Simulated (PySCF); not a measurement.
**Electronic structure of Dy (dysprosium, neutral) at the LDA level**

Configuration: [Xe] 4f10 5d1 6s1, one real determinant (an excited configuration). Computed with PySCF 2.14 in cc-pVDZ-X2C, with the spin-free X2C one-electron Hamiltonian (Gaussian nucleus).

```
Total energy                                                  : -12147.98 hartree
One-electron energy                                           : -16649.86 hartree
Hartree (Coulomb) energy                                      : 4760.43 hartree
Exchange-correlation energy                                   : -258.55 hartree
⟨S²⟩                                                          : 12.0040
⟨L²⟩                                                          : 39.999
Sum of ⟨r⟩                                                    : 43.35 bohr
Sum of ⟨r²⟩                                                   : 71.58 bohr²
Traceless quadrupole moment −½Σ⟨3z² − r²⟩ along its main axis : 3.19 e·bohr²
Langevin diamagnetic susceptibility                           : -56.7 ×10⁻⁶ cm³/mol
```

```tsv
shell	electrons	mean orbital energy (eV)	spread (eV)	rms radius, mean of both spins (bohr)
1s α	1	-53452.7	0	0.0240
1s β	1	-53452.7	0	0.0240
2s α	1	-8902.3	0	0.0971
2s β	1	-8902.2	0	0.0971
2p α	3	-7920.5	0.037	0.0874
2p β	3	-7920.5	0.024	0.0874
3s α	1	-1981.7	0	0.251
3s β	1	-1980.1	0	0.251
3p α	3	-1678.7	0.300	0.251
3p β	3	-1677.1	0.207	0.251
3d α	5	-1279.7	0.369	0.230
3d β	5	-1278.4	0.208	0.230
4s α	1	-390.93	0	0.564
4s β	1	-387.48	0	0.564
4p α	3	-290.62	0.457	0.599
4p β	3	-287.21	0.246	0.599
4d α	5	-151.98	0.801	0.658
4d β	5	-148.64	0.281	0.658
5s α	1	-47.868	0	1.39
5s β	1	-46.012	0	1.39
5p α	3	-24.507	0.121	1.67
5p β	3	-22.987	0.393	1.67
6s α	1	-3.736	0	4.39
4f α	7	-2.613	0.901	1.06
5d α	1	-0.941	0	3.52
4f β	3	0.096	0.092	1.06
```

⟨L²⟩ = 40.00 against 72 for a pure L term, so this real determinant mixes terms. Spin-orbit coupling, absent here, splits the open shell strongly. At LDA the highest occupied level has a positive energy, so only the finite basis holds that electron; for this excited configuration the basis is too tight for the outer shell.

Densities and radii are taken from the X2C orbitals without a picture-change correction, which distorts them close to the nucleus.
